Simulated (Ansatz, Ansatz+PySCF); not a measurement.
```tsv
atom	x (Å)	y (Å)	z (Å)
B	0.0000	0.0000	0.0000
N	0.0000	0.0000	1.2740
```

Basis set: def2-SVP (spherical functions). Left uncorrelated: 2 orbitals. Charge 0, multiplicity 1.

Computed with Ansatz (development build ahead of 0.2.0); each method stands on the lowest determinant of its kind that the runs found. Restricted open shells among the atoms or ions are ROHF, correlated in semicanonical orbitals with singles.

The atomization energy at this shape (free ground-state atoms in the same class of orbitals less the molecule, no zero-point energy) of singlet BN:

```json
{"method": "RHF-CCSD(T)", "atomization energy": "419.7 kJ/mol"}
{"method": "RHF", "atomization energy": "-38.6 kJ/mol"}
{"method": "UHF", "atomization energy": "218.5 kJ/mol"}
```

**Question.** What does RHF-MP2 give?

**Answer.** 386.2 kJ/mol. Caution: the shape is not the minimum. Caution for RHF-MP2, RHF-CCSD(T), RHF: an unrestricted determinant lies well below. Caution for RHF-MP2: another reference gives a lower total. Caution for UHF: the unrestricted determinant is a mixture of spin states.
